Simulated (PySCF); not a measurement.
Al(OH)(OMe)(SiH3) (CH7AlO2Si), SMILES C[O][Al]([OH])[SiH3].

The structure is a stationary point at B3LYP-D3(BJ)/def2-SVP. Other conformers were not sampled.

Vertical ionisation energy (IE) and electron affinity (EA) in eV. Rows of orbital energies are one-electron estimates. Where ΔSCF, EOM or ADC give a negative EA the extra electron is unbound and the value depends on the basis.

```csv
level,IE,EA
"−ε(HOMO), −ε(LUMO), PBE0/def2-TZVP (PySCF)",8.06,0.75
"−ε(HOMO), −ε(LUMO), PBE/def2-TZVP (PySCF)",6.63,1.51
```
